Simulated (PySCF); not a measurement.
O2Se, SMILES [Se](=O)=O (connectivity only; charge and spin as stated), charge +1, multiplicity 2.

Geometry: r2SCAN-D4/def2-TZVP. The multiplicity is an assumed one; other spin states were not compared.

The numbers are results of TDA-CAM-B3LYP/def2-SVPD in PySCF 2.14.0, not measurements.

Vertical excitations. Gas-phase values at a fixed geometry.

| state | energy (eV) | λ (nm) | f | main pairs |
|---|---|---|---|---|
| root 1 | 0.81 | 1539 | 0.003 | β HOMO→LUMO 91 % |
| root 2 | 0.98 | 1264 | 0.000 | β HOMO−1→LUMO 98 % |
| root 3 | 3.02 | 410 | 0.000 | α HOMO→LUMO 6 %, β HOMO→LUMO+1 91 % |
| root 4 | 3.06 | 405 | 0.000 | α HOMO−1→LUMO 51 %, β HOMO−1→LUMO+1 46 % |
| root 5 | 3.70 | 335 | 0.003 | β HOMO−2→LUMO 64 %, β HOMO−4→LUMO 15 %, β HOMO−1→LUMO+1 14 % |
| root 6 | 3.71 | 334 | 0.004 | α HOMO→LUMO 89 %, β HOMO→LUMO+1 6 % |
| root 7 | 3.84 | 323 | 0.003 | β HOMO−3→LUMO 94 % |
| root 8 | 4.01 | 309 | 0.008 | β HOMO−4→LUMO 77 %, β HOMO−2→LUMO 18 % |
| root 9 | 4.18 | 297 | 0.001 | α HOMO−2→LUMO 96 % |
| root 10 | 5.50 | 225 | 0.001 | α HOMO−3→LUMO 50 %, β HOMO−3→LUMO+1 47 % |
Unrestricted roots are not spin-pure.
